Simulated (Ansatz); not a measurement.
`[Li][O]C(C)(C)C` → `[Li][OH]` + `C=C(C)C` at 600 K and 1 bar (alkene loss).

Isolated molecules relaxed with PBE0-D4/def2-TZVP in Ansatz; ΔE leaves out vibrations. CCSD(T)/CBS adds triple-zeta CCSD(T) − MP2 to the extrapolated MP2 energy (def2 sets, frozen cores). This one scheme is used for every species. For Li outer-core shells are correlated without core-valence functions, which leaves a few kJ/mol of doubt a bond.

```tsv
species	CCSD(T)/CBS energy (Eh)	H − E (kJ/mol)	S (J/(mol·K))
`[Li][O]C(C)(C)C`	-240.35440	401.9	450.0
`[Li][OH]`	-83.31445	59.4	241.6
`C=C(C)C`	-157.01236	335.3	369.9
```

H − E and S are ideal-gas, rigid-rotor, harmonic terms from PBE0-D4/def2-TZVP. 1 Eh = 2625.50 kJ/mol, R = 8.31446 J/(mol·K).

By hand: ΔE, ΔH, ΔS and ΔG.

ΔE = (-83.31445) + (-157.01236) − (-240.35440) = 0.02759 Eh = 72.4 kJ/mol. Δ(H − E) = 59.4 + 335.3 − 401.9 = -7.2, so ΔH = 65.2 kJ/mol. ΔS = 241.6 + 369.9 − 450.0 = 161.5 J/(mol·K). ΔG = 65.2 − 600 × (161.5)/1000 = -31.7 kJ/mol.

By hand: the equilibrium constant, and the temperature at which ΔG would vanish if ΔH and ΔS stayed fixed.

log₁₀ K = −ΔG/(RT ln 10) = 2.8. ΔG = 0 at ΔH/ΔS = 404 K.

The number of gas molecules changes by +1, which sets the sign of ΔS. A doubt of 5 kJ/mol in ΔE shifts log₁₀ K by 0.4 here. These are equilibria of isolated gas molecules and say nothing of rates. Largest T1 diagnostic: 0.013 (customary marks: 0.02 for closed shells, 0.045 for open ones).
